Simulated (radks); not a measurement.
The numbers below are computed, except where a source is named.
Ho3+, configuration [Xe] 4f10. Code: a radial shooting solver on a logarithmic mesh with Libxc functionals. Model: Dirac Kohn-Sham, RPBE, spin-unpolarised, spherical densities, point nucleus; open shells fill j = l - 1/2 first.

Spin-orbit splittings of the eigenvalues, e(l+1/2) - e(l-1/2), with zeta = 2 splitting/(2l+1) and mean radii in bohr:

shell  occ.  splitting (eV)  zeta (eV)  <r> j=l-1/2  <r> j=l+1/2
2p        6           856.9      571.2      0.07291      0.08007
3p        6               ?          ?       0.2191       0.2326
3d       10           39.09      15.64       0.2054       0.2096
4p        6           40.21      26.81       0.5280       0.5588
4d       10           7.318      2.927       0.5885       0.5993
4f       10           1.046     0.2989       0.7803       0.7927
5p        6           5.498      3.665        1.392        1.484

Estimate the 3p splitting.

Answer. 179.0 eV (zeta = 119.3 eV).
